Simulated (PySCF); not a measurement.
H3ClSi, charge -1, doublet, at the geometry of the source list (a state made from the parent by changing its charge; the spin is typed, not shown lowest), with bond 5-1 at 2.0 times its length; SVWN5/6-31G (PySCF).

PySCF was given this input:
```python
from pyscf import gto, scf, dft

mol = gto.Mole()
mol.atom = '''
    Si   -0.129100   -0.005700   -0.004600
    Cl    1.878100    0.083600    0.067600
    H    -0.504300   -0.998400   -1.005300
    H    -0.630000    1.313800   -0.372600
    H    -1.100500   -0.780900    2.634600
'''
mol.basis = '6-31g'
mol.charge = -1
mol.spin = 1
mol.verbose = 4
mol.build()

mf = dft.UKS(mol)
mf.xc = 'lda,vwn'
mf.diis = False
mf.damp = 0.3
mf.diis_start_cycle = 200
mf.max_cycle = 150
mf.kernel()
```

**Question.** Write the output that PySCF gives for this input, abridged.

**Answer.** 
```
PySCF version 2.14.0

[INPUT] verbose = 4
[INPUT] num. atoms = 5
[INPUT] num. electrons = 35
[INPUT] charge = -1
[INPUT] spin (= nelec alpha-beta = 2S) = 1
[INPUT] symmetry False subgroup None
[INPUT] Mole.unit = angstrom
[INPUT] Symbol           X                Y                Z      unit          X                Y                Z       unit  Magmom
[...]
nuclear repulsion = 84.44510818239
number of shells = 20
number of NR pGTOs = 104
number of NR cGTOs = 32
basis = 6-31g
ecp = {}

******** <class 'pyscf.dft.uks.UKS'> ********
method = UKS
initial guess = minao
damping factor = 0.3
level_shift factor = 0
DIIS disabled
SCF conv_tol = 1e-09
SCF conv_tol_grad = None
SCF max_cycles = 150
direct_scf = True
direct_scf_tol = 1e-13
number electrons alpha = 18  beta = 17
XC library pyscf.dft.libxc version 7.1.2
    S. Lehtola, C. Steigemann, M. J. T. Oliveira, and M. A. L. Marques,  SoftwareX 7, 1–5 (2018)
XC functionals = lda,vwn
    P. A. M. Dirac,  Math. Proc. Cambridge Philos. Soc. 26, 376 (1930)
    F. Bloch,  Z. Phys. 57, 545 (1929)
    S. H. Vosko, L. Wilk, and M. Nusair,  Can. J. Phys. 58, 1200 (1980)
radial grids:
    Treutler-Ahlrichs [JCP 102, 346 (1995); DOI:10.1063/1.469408] (M4) radial grids

becke partition: Becke, JCP 88, 2547 (1988); DOI:10.1063/1.454033
pruning grids: <function nwchem_prune>
grids dens level: 3
symmetrized grids: False
atomic radii adjust function: <function treutler_atomic_radii_adjust>
small_rho_cutoff = 0
Set gradient conv threshold to 3.16228e-05
tot grids = 67488
init E= -748.664053173277

cycle= 1 E= -748.621357065534  delta_E= 0.0427  |g|= 0.182  |ddm|= 1.49
cycle= 2 E= -748.639899590993  delta_E= -0.0185  |g|= 0.12  |ddm|= 0.726
cycle= 3 E= -748.638928005511  delta_E= 0.000972  |g|= 0.111  |ddm|= 0.581
cycle= 4 E= -748.638271842868  delta_E= 0.000656  |g|= 0.111  |ddm|= 0.593
cycle= 5 E= -748.634563453173  delta_E= 0.00371  |g|= 0.12  |ddm|= 0.627
cycle= 6 E= -748.634102469786  delta_E= 0.000461  |g|= 0.119  |ddm|= 0.664
cycle= 7 E= -748.630192287298  delta_E= 0.00391  |g|= 0.131  |ddm|= 0.694
cycle= 8 E= -748.630584908187  delta_E= -0.000393  |g|= 0.128  |ddm|= 0.723
cycle= 9 E= -748.626974602589  delta_E= 0.00361  |g|= 0.139  |ddm|= 0.743
cycle= 10 E= -748.628149563022  delta_E= -0.00117  |g|= 0.134  |ddm|= 0.762
cycle= 11 E= -748.624886136192  delta_E= 0.00326  |g|= 0.144  |ddm|= 0.774
cycle= 12 E= -748.62661748277  delta_E= -0.00173  |g|= 0.138  |ddm|= 0.786
cycle= 13 E= -748.623616830202  delta_E= 0.003  |g|= 0.147  |ddm|= 0.793
cycle= 14 E= -748.625701675138  delta_E= -0.00208  |g|= 0.14  |ddm|= 0.799
cycle= 15 E= -748.622871954584  delta_E= 0.00283  |g|= 0.149  |ddm|= 0.803
cycle= 16 E= -748.625168991945  delta_E= -0.0023  |g|= 0.141  |ddm|= 0.807
cycle= 17 E= -748.622442905202  delta_E= 0.00273  |g|= 0.15  |ddm|= 0.81
cycle= 18 E= -748.624863614982  delta_E= -0.00242  |g|= 0.142  |ddm|= 0.812
cycle= 19 E= -748.622198193626  delta_E= 0.00267  |g|= 0.151  |ddm|= 0.813
cycle= 20 E= -748.624689878255  delta_E= -0.00249  |g|= 0.143  |ddm|= 0.814
cycle= 21 E= -748.622059333252  delta_E= 0.00263  |g|= 0.151  |ddm|= 0.815
cycle= 22 E= -748.624591421562  delta_E= -0.00253  |g|= 0.143  |ddm|= 0.816
cycle= 23 E= -748.621980739345  delta_E= 0.00261  |g|= 0.151  |ddm|= 0.816
cycle= 24 E= -748.624535732544  delta_E= -0.00255  |g|= 0.143  |ddm|= 0.817
cycle= 25 E= -748.621936308117  delta_E= 0.0026  |g|= 0.151  |ddm|= 0.817
cycle= 26 E= -748.62450425958  delta_E= -0.00257  |g|= 0.143  |ddm|= 0.817
cycle= 27 E= -748.621911200701  delta_E= 0.00259  |g|= 0.151  |ddm|= 0.817
cycle= 28 E= -748.624486476613  delta_E= -0.00258  |g|= 0.143  |ddm|= 0.817
cycle= 29 E= -748.621897013272  delta_E= 0.00259  |g|= 0.151  |ddm|= 0.817
cycle= 30 E= -748.624476428055  delta_E= -0.00258  |g|= 0.143  |ddm|= 0.817
cycle= 31 E= -748.621888994953  delta_E= 0.00259  |g|= 0.151  |ddm|= 0.817
cycle= 32 E= -748.624470748626  delta_E= -0.00258  |g|= 0.143  |ddm|= 0.817
cycle= 33 E= -748.621884461971  delta_E= 0.00259  |g|= 0.151  |ddm|= 0.818
cycle= 34 E= -748.624467537642  delta_E= -0.00258  |g|= 0.143  |ddm|= 0.818
cycle= 35 E= -748.621881898522  delta_E= 0.00259  |g|= 0.151  |ddm|= 0.818
cycle= 36 E= -748.62446572164  delta_E= -0.00258  |g|= 0.143  |ddm|= 0.818
cycle= 37 E= -748.621880448384  delta_E= 0.00259  |g|= 0.151  |ddm|= 0.818
cycle= 38 E= -748.624464694243  delta_E= -0.00258  |g|= 0.143  |ddm|= 0.818
cycle= 39 E= -748.621879627776  delta_E= 0.00259  |g|= 0.151  |ddm|= 0.818
cycle= 40 E= -748.624464112806  delta_E= -0.00258  |g|= 0.143  |ddm|= 0.818
cycle= 41 E= -748.621879163266  delta_E= 0.00258  |g|= 0.151  |ddm|= 0.818
cycle= 42 E= -748.624463783652  delta_E= -0.00258  |g|= 0.143  |ddm|= 0.818
cycle= 43 E= -748.621878900252  delta_E= 0.00258  |g|= 0.151  |ddm|= 0.818
cycle= 44 E= -748.624463597264  delta_E= -0.00258  |g|= 0.143  |ddm|= 0.818
cycle= 45 E= -748.621878751289  delta_E= 0.00258  |g|= 0.151  |ddm|= 0.818
cycle= 46 E= -748.62446349169  delta_E= -0.00258  |g|= 0.143  |ddm|= 0.818
cycle= 47 E= -748.621878666898  delta_E= 0.00258  |g|= 0.151  |ddm|= 0.818
cycle= 48 E= -748.624463431881  delta_E= -0.00258  |g|= 0.143  |ddm|= 0.818
cycle= 49 E= -748.621878619079  delta_E= 0.00258  |g|= 0.151  |ddm|= 0.818
cycle= 50 E= -748.624463397986  delta_E= -0.00258  |g|= 0.143  |ddm|= 0.818
cycle= 51 E= -748.621878591977  delta_E= 0.00258  |g|= 0.151  |ddm|= 0.818
cycle= 52 E= -748.624463378775  delta_E= -0.00258  |g|= 0.143  |ddm|= 0.818
cycle= 53 E= -748.621878576611  delta_E= 0.00258  |g|= 0.151  |ddm|= 0.818
cycle= 54 E= -748.624463367885  delta_E= -0.00258  |g|= 0.143  |ddm|= 0.818
cycle= 55 E= -748.621878567903  delta_E= 0.00258  |g|= 0.151  |ddm|= 0.818
cycle= 56 E= -748.624463361708  delta_E= -0.00258  |g|= 0.143  |ddm|= 0.818
cycle= 57 E= -748.621878562963  delta_E= 0.00258  |g|= 0.151  |ddm|= 0.818
cycle= 58 E= -748.624463358207  delta_E= -0.00258  |g|= 0.143  |ddm|= 0.818
cycle= 59 E= -748.621878560163  delta_E= 0.00258  |g|= 0.151  |ddm|= 0.818
[...]
cycle= 74 E= -748.624463353667  delta_E= -0.00258  |g|= 0.143  |ddm|= 0.818
cycle= 75 E= -748.621878556529  delta_E= 0.00258  |g|= 0.151  |ddm|= 0.818
cycle= 76 E= -748.624463353645  delta_E= -0.00258  |g|= 0.143  |ddm|= 0.818
cycle= 77 E= -748.621878556511  delta_E= 0.00258  |g|= 0.151  |ddm|= 0.818
cycle= 78 E= -748.624463353634  delta_E= -0.00258  |g|= 0.143  |ddm|= 0.818
cycle= 79 E= -748.621878556503  delta_E= 0.00258  |g|= 0.151  |ddm|= 0.818
cycle= 80 E= -748.624463353627  delta_E= -0.00258  |g|= 0.143  |ddm|= 0.818
cycle= 81 E= -748.621878556498  delta_E= 0.00258  |g|= 0.151  |ddm|= 0.818
cycle= 82 E= -748.624463353622  delta_E= -0.00258  |g|= 0.143  |ddm|= 0.818
cycle= 83 E= -748.621878556493  delta_E= 0.00258  |g|= 0.151  |ddm|= 0.818
cycle= 84 E= -748.62446335362  delta_E= -0.00258  |g|= 0.143  |ddm|= 0.818
cycle= 85 E= -748.621878556493  delta_E= 0.00258  |g|= 0.151  |ddm|= 0.818
cycle= 86 E= -748.62446335362  delta_E= -0.00258  |g|= 0.143  |ddm|= 0.818
cycle= 87 E= -748.621878556491  delta_E= 0.00258  |g|= 0.151  |ddm|= 0.818
cycle= 88 E= -748.62446335362  delta_E= -0.00258  |g|= 0.143  |ddm|= 0.818
cycle= 89 E= -748.62187855649  delta_E= 0.00258  |g|= 0.151  |ddm|= 0.818
cycle= 90 E= -748.624463353619  delta_E= -0.00258  |g|= 0.143  |ddm|= 0.818
cycle= 91 E= -748.621878556491  delta_E= 0.00258  |g|= 0.151  |ddm|= 0.818
cycle= 92 E= -748.624463353619  delta_E= -0.00258  |g|= 0.143  |ddm|= 0.818
cycle= 93 E= -748.621878556489  delta_E= 0.00258  |g|= 0.151  |ddm|= 0.818
cycle= 94 E= -748.624463353619  delta_E= -0.00258  |g|= 0.143  |ddm|= 0.818
cycle= 95 E= -748.62187855649  delta_E= 0.00258  |g|= 0.151  |ddm|= 0.818
cycle= 96 E= -748.624463353619  delta_E= -0.00258  |g|= 0.143  |ddm|= 0.818
cycle= 97 E= -748.62187855649  delta_E= 0.00258  |g|= 0.151  |ddm|= 0.818
cycle= 98 E= -748.624463353617  delta_E= -0.00258  |g|= 0.143  |ddm|= 0.818
cycle= 99 E= -748.62187855649  delta_E= 0.00258  |g|= 0.151  |ddm|= 0.818
cycle= 100 E= -748.624463353618  delta_E= -0.00258  |g|= 0.143  |ddm|= 0.818
cycle= 101 E= -748.62187855649  delta_E= 0.00258  |g|= 0.151  |ddm|= 0.818
cycle= 102 E= -748.624463353618  delta_E= -0.00258  |g|= 0.143  |ddm|= 0.818
cycle= 103 E= -748.62187855649  delta_E= 0.00258  |g|= 0.151  |ddm|= 0.818
cycle= 104 E= -748.624463353618  delta_E= -0.00258  |g|= 0.143  |ddm|= 0.818
cycle= 105 E= -748.62187855649  delta_E= 0.00258  |g|= 0.151  |ddm|= 0.818
cycle= 106 E= -748.624463353619  delta_E= -0.00258  |g|= 0.143  |ddm|= 0.818
cycle= 107 E= -748.62187855649  delta_E= 0.00258  |g|= 0.151  |ddm|= 0.818
cycle= 108 E= -748.624463353618  delta_E= -0.00258  |g|= 0.143  |ddm|= 0.818
cycle= 109 E= -748.62187855649  delta_E= 0.00258  |g|= 0.151  |ddm|= 0.818
cycle= 110 E= -748.624463353618  delta_E= -0.00258  |g|= 0.143  |ddm|= 0.818
cycle= 111 E= -748.621878556489  delta_E= 0.00258  |g|= 0.151  |ddm|= 0.818
cycle= 112 E= -748.624463353618  delta_E= -0.00258  |g|= 0.143  |ddm|= 0.818
cycle= 113 E= -748.62187855649  delta_E= 0.00258  |g|= 0.151  |ddm|= 0.818
cycle= 114 E= -748.624463353619  delta_E= -0.00258  |g|= 0.143  |ddm|= 0.818
cycle= 115 E= -748.62187855649  delta_E= 0.00258  |g|= 0.151  |ddm|= 0.818
cycle= 116 E= -748.624463353618  delta_E= -0.00258  |g|= 0.143  |ddm|= 0.818
cycle= 117 E= -748.62187855649  delta_E= 0.00258  |g|= 0.151  |ddm|= 0.818
cycle= 118 E= -748.624463353619  delta_E= -0.00258  |g|= 0.143  |ddm|= 0.818
cycle= 119 E= -748.62187855649  delta_E= 0.00258  |g|= 0.151  |ddm|= 0.818
cycle= 120 E= -748.624463353619  delta_E= -0.00258  |g|= 0.143  |ddm|= 0.818
cycle= 121 E= -748.62187855649  delta_E= 0.00258  |g|= 0.151  |ddm|= 0.818
cycle= 122 E= -748.624463353619  delta_E= -0.00258  |g|= 0.143  |ddm|= 0.818
cycle= 123 E= -748.62187855649  delta_E= 0.00258  |g|= 0.151  |ddm|= 0.818
cycle= 124 E= -748.624463353618  delta_E= -0.00258  |g|= 0.143  |ddm|= 0.818
cycle= 125 E= -748.621878556491  delta_E= 0.00258  |g|= 0.151  |ddm|= 0.818
cycle= 126 E= -748.624463353618  delta_E= -0.00258  |g|= 0.143  |ddm|= 0.818
cycle= 127 E= -748.62187855649  delta_E= 0.00258  |g|= 0.151  |ddm|= 0.818
cycle= 128 E= -748.624463353618  delta_E= -0.00258  |g|= 0.143  |ddm|= 0.818
cycle= 129 E= -748.62187855649  delta_E= 0.00258  |g|= 0.151  |ddm|= 0.818
cycle= 130 E= -748.624463353619  delta_E= -0.00258  |g|= 0.143  |ddm|= 0.818
cycle= 131 E= -748.621878556491  delta_E= 0.00258  |g|= 0.151  |ddm|= 0.818
cycle= 132 E= -748.624463353618  delta_E= -0.00258  |g|= 0.143  |ddm|= 0.818
cycle= 133 E= -748.62187855649  delta_E= 0.00258  |g|= 0.151  |ddm|= 0.818
cycle= 134 E= -748.624463353618  delta_E= -0.00258  |g|= 0.143  |ddm|= 0.818
cycle= 135 E= -748.62187855649  delta_E= 0.00258  |g|= 0.151  |ddm|= 0.818
cycle= 136 E= -748.624463353618  delta_E= -0.00258  |g|= 0.143  |ddm|= 0.818
cycle= 137 E= -748.62187855649  delta_E= 0.00258  |g|= 0.151  |ddm|= 0.818
cycle= 138 E= -748.624463353618  delta_E= -0.00258  |g|= 0.143  |ddm|= 0.818
cycle= 139 E= -748.62187855649  delta_E= 0.00258  |g|= 0.151  |ddm|= 0.818
cycle= 140 E= -748.624463353618  delta_E= -0.00258  |g|= 0.143  |ddm|= 0.818
cycle= 141 E= -748.621878556489  delta_E= 0.00258  |g|= 0.151  |ddm|= 0.818
cycle= 142 E= -748.624463353619  delta_E= -0.00258  |g|= 0.143  |ddm|= 0.818
cycle= 143 E= -748.62187855649  delta_E= 0.00258  |g|= 0.151  |ddm|= 0.818
cycle= 144 E= -748.624463353618  delta_E= -0.00258  |g|= 0.143  |ddm|= 0.818
cycle= 145 E= -748.62187855649  delta_E= 0.00258  |g|= 0.151  |ddm|= 0.818
cycle= 146 E= -748.624463353618  delta_E= -0.00258  |g|= 0.143  |ddm|= 0.818
cycle= 147 E= -748.62187855649  delta_E= 0.00258  |g|= 0.151  |ddm|= 0.818
cycle= 148 E= -748.624463353618  delta_E= -0.00258  |g|= 0.143  |ddm|= 0.818
cycle= 149 E= -748.62187855649  delta_E= 0.00258  |g|= 0.151  |ddm|= 0.818
cycle= 150 E= -748.624463353618  delta_E= -0.00258  |g|= 0.143  |ddm|= 0.818
SCF not converged.
SCF energy = -748.624463353618 after 150 cycles  <S^2> = 0.75114504  2S+1 = 2.0011447
```

Convergence was not reached.
